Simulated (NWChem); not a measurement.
System: GeH3O3 cation

NWChem input:

```
start job
memory heap 200 mb stack 700 mb global 900 mb
charge 1
geometry units angstroms noautoz
  O     -1.679917     0.220043     0.000000
  Ge    -0.002573     0.009625     0.000000
  O      0.605486    -1.579860     0.000000
  O      0.844183     1.478272     0.000000
  H     -2.237664    -0.576502     0.000000
  H      1.561785    -1.750233     0.000000
  H      1.814856     1.485925     0.000000
end
basis spherical
  O library def2-tzvp
  Ge library def2-tzvp
  H library def2-tzvp
end
dft
  xc xtpss03 ctpss03
  iterations 150
  mulliken
end
task dft energy
```

Excerpt of the output:

```
             Northwest Computational Chemistry Package (NWChem) 7.3.0
             --------------------------------------------------------

 CS  symmetry detected

                             Geometry "geometry" -> ""
                             -------------------------

 Output coordinates in angstroms (scale by  1.889725989 to convert to a.u.)

  No.       Tag          Charge          X              Y              Z
 ---- ---------------- ---------- -------------- -------------- --------------
    1 O                    8.0000    -1.66781536     0.20332717     0.00000000
    2 Ge                  32.0000     0.01072265     0.00265632     0.00000000
    3 O                    8.0000     0.62800461    -1.58326969     0.00000000
    4 O                    8.0000     0.84893308     1.47619729     0.00000000
    5 H                    1.0000    -2.22092586    -0.59644431     0.00000000
    6 H                    1.0000     1.58527716    -1.74808473     0.00000000
    7 H                    1.0000     1.81954525     1.48948874     0.00000000

 Effective nuclear repulsion energy (a.u.)     316.9445317607

      Symmetry information
      --------------------

 Group name             Cs
 Group number              2
 Group order               2
 No. of unique centers     7

                                 NWChem DFT Module
                                 -----------------

 Summary of "ao basis" -> "ao basis" (spherical)
 ------------------------------------------------------------------------------
       Tag                 Description            Shells   Functions and Types
 ---------------- ------------------------------  ------  ---------------------
 O                         def2-tzvp                11       31   5s3p2d1f
 Ge                        def2-tzvp                16       48   6s5p4d1f
 H                         def2-tzvp                 4        6   3s1p

      Symmetry analysis of basis
      --------------------------

        a'        110
        a"         49

            General Information
            -------------------
          SCF calculation type: DFT
          Wavefunction type:  closed shell.
          No. of atoms     :     7
          No. of electrons :    58
           Alpha electrons :    29
            Beta electrons :    29
          Charge           :     1
          Spin multiplicity:     1
          Use of symmetry is: on ; symmetry adaption is: on
          Maximum number of iterations: 150
          AO basis - number of functions:   159
                     number of shells:    61
          Convergence on energy requested:  1.00D-06
          Convergence on density requested:  1.00D-05
          Convergence on gradient requested:  5.00D-04

              XC Information
              --------------
                  TPSS metaGGA Exchange Functional  1.000
             TPSS03 metaGGA Correlation Functional  1.000

             Grid Information
             ----------------
          Grid used for XC integration:  medium
          Radial quadrature: Mura-Knowles
          Angular quadrature: Lebedev.
          Tag              B.-S. Rad. Rad. Pts. Rad. Cut. Ang. Pts.
          ---              ---------- --------- --------- ---------
          O                   0.60       49          11.0       434
          Ge                  1.25      112           9.0       590
          H                   0.35       45          12.0       434
          Grid pruning is: on
          Number of quadrature shells:   394
          Spatial weights used:  Erf1

      Superposition of Atomic Density Guess
      -------------------------------------

 Sum of atomic energies:       -2301.15841169

 Renormalizing density from      59.00 to     58

      Non-variational initial energy
      ------------------------------

 Total energy =   -2278.165241
 1-e energy   =   -3772.312476
 2-e energy   =    1177.202703
 HOMO         =      -0.822004
 LUMO         =      -0.446093

      Symmetry analysis of molecular orbitals - initial
      -------------------------------------------------

  Numbering of irreducible representations:

     1 a'          2 a"

  Orbital symmetries:

     1 a'          2 a'          3 a'          4 a'          5 a"
     6 a'          7 a'          8 a'          9 a'         10 a'
    11 a'         12 a"         13 a'         14 a'         15 a'
    16 a"         17 a"         18 a'         19 a'         20 a'
    21 a'         22 a'         23 a'         24 a'         25 a'
    26 a"         27 a'         28 a"         29 a"         30 a'
    31 a"         32 a'         33 a'         34 a'         35 a'
    36 a'         37 a'         38 a"         39 a'

     ---------------------------------------------
      Total Density - Mulliken Population Analysis
     ---------------------------------------------

    Atom       Charge   Shell Charges
 -----------   ------   -------------------------------------------------------
    1 O    8     8.68   0.80  1.18  0.62  0.95  0.21  2.06  2.16  0.69  0.00  0.01  0.00
    2 Ge  32    30.57   2.00  2.00  1.23  0.74  0.80  0.25  5.99  4.58  1.42  0.92  0.20  9.27  0.71  0.20  0.14  0.11
    3 O    8     8.68   0.80  1.18  0.62  0.95  0.21  2.06  2.16  0.69  0.00  0.01  0.00
    4 O    8     8.68   0.80  1.18  0.62  0.95  0.21  2.06  2.16  0.69  0.00  0.01  0.00
    5 H    1     0.47   0.17  0.22  0.03  0.04
    6 H    1     0.46   0.17  0.22  0.03  0.04
    7 H    1     0.47   0.17  0.22  0.03  0.04

   convergence    iter        energy       DeltaE   RMS-Dens  Diis-err
 ---------------- ----- ----------------- --------- --------- ---------
 d= 0,ls=0.0,diis     1  -2303.9709656438 -2.62D+03  1.15D-02  9.28D+00
 d= 0,ls=0.0,diis     2  -2303.5859118500  3.85D-01  7.69D-03  1.58D+01
 d= 0,ls=0.0,diis     3  -2304.3063883243 -7.20D-01  2.35D-03  4.06D-01
 d= 0,ls=0.0,diis     4  -2304.3259815013 -1.96D-02  1.25D-03  2.00D-01
 d= 0,ls=0.0,diis     5  -2304.3404596932 -1.45D-02  3.32D-04  1.32D-02
  Resetting Diis
 d= 0,ls=0.0,diis     6  -2304.3416506409 -1.19D-03  1.01D-04  1.10D-03
 d= 0,ls=0.0,diis     7  -2304.3417436718 -9.30D-05  6.48D-05  5.48D-05
 d= 0,ls=0.0,diis     8  -2304.3417194812  2.42D-05  4.44D-05  3.08D-04
 d= 0,ls=0.0,diis     9  -2304.3417488156 -2.93D-05  6.36D-06  2.95D-06
 d= 0,ls=0.0,diis    10  -2304.3417490755 -2.60D-07  1.48D-06  3.17D-07

         Total DFT energy =    -2304.341749075482
      One electron energy =    -3823.513288138013
           Coulomb energy =     1307.977003388655
    Exchange-Corr. energy =     -105.749996086833
 Nuclear repulsion energy =      316.944531760710

 Numeric. integr. density =       58.000000256585

                  Occupations of the irreducible representations
                  ----------------------------------------------

                     irrep           alpha         beta
                     --------     --------     --------
                     a'               22.0         22.0
                     a"                7.0          7.0

                       DFT Final Molecular Orbital Analysis
                       ------------------------------------

 Vector   27  Occ=2.000000D+00  E=-5.491047D-01  Symmetry=a'
              MO Center=  6.7D-01, -4.2D-02, -3.0D-13, r^2= 3.2D+00
   Bfn.  Coefficient  Atom+Function         Bfn.  Coefficient  Atom+Function
  ----- ------------  ---------------      ----- ------------  ---------------
   117      0.312058  4 O  py                86      0.300474  3 O  py
   120      0.256810  4 O  py                89      0.247502  3 O  py
   123      0.155001  4 O  py                92      0.153371  3 O  py
    48     -0.138271  2 Ge py                85      0.138101  3 O  px
    88      0.112681  3 O  px               116     -0.103450  4 O  px

 Vector   28  Occ=2.000000D+00  E=-5.349583D-01  Symmetry=a"
              MO Center=  7.0D-01, -2.2D-01,  2.6D-13, r^2= 2.9D+00
   Bfn.  Coefficient  Atom+Function         Bfn.  Coefficient  Atom+Function
  ----- ------------  ---------------      ----- ------------  ---------------
    87      0.353385  3 O  pz               118     -0.314939  4 O  pz
    90      0.299883  3 O  pz               121     -0.267740  4 O  pz
    93      0.205922  3 O  pz               124     -0.181054  4 O  pz
    54      0.086471  2 Ge d -1              64     -0.055432  2 Ge d -1
     8     -0.047940  1 O  pz                11     -0.041191  1 O  pz

 Vector   29  Occ=2.000000D+00  E=-5.299496D-01  Symmetry=a"
              MO Center= -8.7D-01,  2.9D-01, -1.3D-14, r^2= 2.5D+00
   Bfn.  Coefficient  Atom+Function         Bfn.  Coefficient  Atom+Function
  ----- ------------  ---------------      ----- ------------  ---------------
     8      0.394463  1 O  pz                11      0.336887  1 O  pz
   118     -0.224690  4 O  pz                14      0.215079  1 O  pz
   121     -0.191849  4 O  pz                87     -0.146591  3 O  pz
    90     -0.123752  3 O  pz               124     -0.120933  4 O  pz
    93     -0.086932  3 O  pz                56     -0.082723  2 Ge d  1

 Vector   30  Occ=0.000000D+00  E=-3.239315D-01  Symmetry=a'
              MO Center=  1.1D-01, -2.8D-02,  3.4D-15, r^2= 3.1D+00
   Bfn.  Coefficient  Atom+Function         Bfn.  Coefficient  Atom+Function
  ----- ------------  ---------------      ----- ------------  ---------------
    37      0.783873  2 Ge s                 36      0.499091  2 Ge s
    84     -0.228268  3 O  s                 35     -0.222298  2 Ge s
   115     -0.223389  4 O  s                  5     -0.210676  1 O  s
    86     -0.201780  3 O  py               117      0.200952  4 O  py
    89     -0.177779  3 O  py               120      0.178122  4 O  py

 Vector   31  Occ=0.000000D+00  E=-2.800625D-01  Symmetry=a"
              MO Center=  3.1D-02, -8.1D-03,  1.5D-14, r^2= 2.6D+00
   Bfn.  Coefficient  Atom+Function         Bfn.  Coefficient  Atom+Function
  ----- ------------  ---------------      ----- ------------  ---------------
    49      0.607106  2 Ge pz                52      0.598096  2 Ge pz
    43     -0.229092  2 Ge pz                87     -0.182324  3 O  pz
   118     -0.180765  4 O  pz                 8     -0.178060  1 O  pz
    93     -0.174654  3 O  pz               124     -0.169268  4 O  pz
    14     -0.161374  1 O  pz                90     -0.151160  3 O  pz

 Vector   32  Occ=0.000000D+00  E=-1.800589D-01  Symmetry=a'
              MO Center=  1.8D-01, -1.8D-01, -8.2D-14, r^2= 6.1D+00
   Bfn.  Coefficient  Atom+Function         Bfn.  Coefficient  Atom+Function
  ----- ------------  ---------------      ----- ------------  ---------------
    50      0.610432  2 Ge px               144     -0.545743  5 H  s
     5      0.520050  1 O  s                156      0.507578  7 H  s
   150      0.392358  6 H  s                115     -0.387833  4 O  s
    47      0.257950  2 Ge px               122     -0.244729  4 O  px
    91     -0.225553  3 O  px                84     -0.204270  3 O  s

     ---------------------------------------------
      Total Density - Mulliken Population Analysis
     ---------------------------------------------

    Atom       Charge   Shell Charges
 -----------   ------   -------------------------------------------------------
    1 O    8     8.37   0.79  1.18  0.60  0.94  0.27  1.89  1.90  0.79  0.00  0.02  0.00
    2 Ge  32    30.99   2.00  2.00  1.17  0.79  0.86  0.17  5.98  4.44  1.56  1.19  0.25  8.85  1.11  0.25  0.25  0.12
    3 O    8     8.39   0.79  1.18  0.60  0.93  0.28  1.89  1.90  0.80  0.00  0.02  0.00
    4 O    8     8.38   0.79  1.18  0.60  0.93  0.27  1.89  1.90  0.79  0.00  0.02  0.00
    5 H    1     0.62   0.24  0.31  0.02  0.05
    6 H    1     0.62   0.25  0.31  0.02  0.05
    7 H    1     0.63   0.25  0.31  0.02  0.05

     -------------------------------------------
      Total Density - Lowdin Population Analysis
     -------------------------------------------

    Atom       Charge   Shell Charges
 -----------   ------   -------------------------------------------------------
    1 O    8     8.06   0.87  1.09  0.55  0.61  0.31  1.74  1.89  0.97  0.00  0.04  0.00
    2 Ge  32    31.44   2.00  2.00  1.11  0.82  0.49  0.25  5.92  3.96  2.06  1.00  0.49  8.52  1.26  0.57  0.66  0.35
    3 O    8     8.09   0.87  1.09  0.55  0.61  0.31  1.74  1.89  0.99  0.00  0.04  0.00
    4 O    8     8.07   0.87  1.09  0.55  0.61  0.31  1.74  1.89  0.98  0.00  0.04  0.00
    5 H    1     0.77   0.24  0.29  0.09  0.15
    6 H    1     0.78   0.24  0.30  0.09  0.15
    7 H    1     0.78   0.24  0.30  0.09  0.15

     Multipole analysis of the density
     ---------------------------------

     L   x y z        total         alpha         beta         nuclear
     -   - - -        -----         -----         ----         -------
     0   0 0 0      1.000000    -29.000000    -29.000000     59.000000

     1   1 0 0      0.976103      0.488051      0.488051      0.000000
     1   0 1 0     -0.623996     -0.311998     -0.311998      0.000000
     1   0 0 1     -0.000000     -0.000000     -0.000000      0.000000

     2   2 0 0    -11.825715    -80.786508    -80.786508    149.747302
     2   1 1 0      2.179591     -0.022238     -0.022238      2.224067
     2   1 0 1      0.000000      0.000000      0.000000      0.000000
     2   0 2 0    -21.490021    -88.323338    -88.323338    155.156655
     2   0 1 1      0.000000      0.000000      0.000000      0.000000
     2   0 0 2    -22.231124    -11.115562    -11.115562      0.000000
```

Level: TPSS/def2-TZVP. Coordinates come from a PBE0/def2-SVP optimisation.
